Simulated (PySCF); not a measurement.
Two-dimensional NMR puzzle

Compound of formula C5H4O2. Correlations simulated from computed shifts and couplings:

HSQC (one-bond C–H):
```tsv
δH	δC	$^{1}J$(C,H) (Hz)
10.27	189.1	175
8.34	152.0	216
7.54	148.1	212
6.98	118.6	183
```

COSY cross peaks (|J| ≥ 2 Hz):
```tsv
δH	δH	abs. J (Hz)	bonds
7.54	6.98	2.4	3
```

HMBC (two and three bonds, |J| ≥ 2.5 Hz):
```tsv
δH	δC [abs. J in Hz]
10.27	152.0 [6.6], 133.6 [27.2]
8.34	148.1 [8.8], 133.6 [11.1], 118.6 [5.0]
7.54	152.0 [7.3], 133.6 [5.5], 118.6 [12.9]
6.98	152.0 [6.2], 148.1 [11.5], 133.6 [3.8]
```

Carbons without hydrogens: δ 133.6.

One conformer, gas phase, relativity neglected. Couplings computed with B3LYP/pcJ-1 (without the spin–dipole term); GFN2-xTB geometry; NMR shieldings at PBE0/pcSseg-1/GIAO; PySCF 2.14.0 with density-fitted response routines.

Chemical shifts δ = σref − σ; $^{1}$H and $^{13}$C against TMS, all at this level.

Exchangeable hydrogens are left out of these lists, and C,H couplings along chains are those of one rotamer, so weak HMBC peaks may be missing or extra.

**Question.** Assemble the structure.

**Answer.** SMILES O=Cc1ccoc1.

Numbering as in the mapped SMILES `[O:1]=[CH:2][c:3]1[cH:4][cH:5][o:6][cH:7]1`. Hydrogens are named by the atom that carries them.

δC 189.1 is C2, an aldehyde carbonyl carbon (δH 10.27). δC 152.0 is C7, an aromatic CH next to the ring oxygen (δH 8.34). δC 148.1 is C5, an aromatic CH next to the ring oxygen (δH 7.54). δC 133.6 is C3, a substituted aromatic carbon. δC 118.6 is C4, an aromatic CH (δH 6.98). HMBC from δH 10.27 reaches the proton-free carbon C3. HMBC from δH 8.34 reaches the proton-free carbon C3. HMBC from δH 7.54 reaches the proton-free carbon C3. HMBC from δH 6.98 reaches the proton-free carbon C3. COSY links 7.54–6.98.

The data come from this structure; uniqueness wasn't tested.

Unscaled 3J(H,H) at this level run about 10 % above measured values. Shifts are as computed. Against solution values, carbons near 30 ppm lie about +3 ppm off and those near 130 ppm about +5 ppm. Of 1211 compounds with measured shifts, 218 miss one by over three times the rms of a fit or turn the order of signals round; such compounds aren't used in these exercises.
